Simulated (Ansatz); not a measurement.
Molecule: C6H11 (charge 0, doublet). It need not be the lowest isomer of its formula. 
Structure (B3LYP-D3(BJ)/def2-TZVP (Ansatz, an electronic-structure program) minimum search):
```xyz
17

C      2.3697    -0.5247    -0.3950
C      1.6108    -0.3653     0.7461
C      0.2651    -0.0471     0.8193
C     -0.6601     0.1868    -0.3318
C     -1.3249     1.5659    -0.2193
C     -1.7206    -0.9232    -0.4028
H      1.9541    -0.4082    -1.3863
H      3.4188    -0.7749    -0.3293
H      2.1214    -0.5053     1.6947
H     -0.1828     0.0329     1.8056
H     -0.0887     0.1639    -1.2625
H     -2.0005     1.7399    -1.0596
H     -1.9096     1.6382     0.7014
H     -0.5797     2.3625    -0.2076
H     -2.3976    -0.7578    -1.2441
H     -1.2559    -1.9027    -0.5223
H     -2.3195    -0.9434     0.5111
```
Charge 0, spin multiplicity 2.

Wanted: atomisation energy (electronic, to ground-state atoms), in kcal/mol. Valence correlation only, unless marked. Open shells are spin-unrestricted. No spin-orbit coupling. No relativistic terms. The coupled-cluster limit lacks core correlation, which all-electron functionals hold. CBS marks a two-point X^-3 extrapolation of the correlation energy; Hartree-Fock from the larger set. The bracket is a focal-point correction in the basis named.

The UHF reference is spin-contaminated (<S^2> 0.20 over the pure value in the largest basis). 

| level | program | atomisation energy (kcal/mol) |
|---|---|---|
| SVWN5/def2-TZVPD | Ansatz | 1874.3 |
| PBE/def2-TZVPD | Ansatz | [?] |
| HSE06/def2-TZVPD | Ansatz | 1663.3 |
| B2GP-PLYP-D4/def2-TZVPD | Ansatz + dftd4 | 1632.8 |
| B2GP-PLYP/def2-TZVPD | Ansatz | 1629.4 |
| B2PLYP/def2-TZVPD | Ansatz | 1632.7 |
| CCSD/STO-3G | Ansatz | 1719.9 |
| CCSD/6-31G* | Ansatz | [?] |
| RI-MP2/CBS(cc-pVTZ,cc-pVQZ)+[CCSD(T)-MP2]/cc-pVTZ | Ansatz | [?] |

Question: Some entries are withheld; supply them.

Answer: 
- PBE/def2-TZVPD, atomisation energy (kcal/mol): 1680.6
- CCSD/6-31G*, atomisation energy (kcal/mol): 1506.9
- RI-MP2/CBS(cc-pVTZ,cc-pVQZ)+[CCSD(T)-MP2]/cc-pVTZ, atomisation energy (kcal/mol): 1650.1
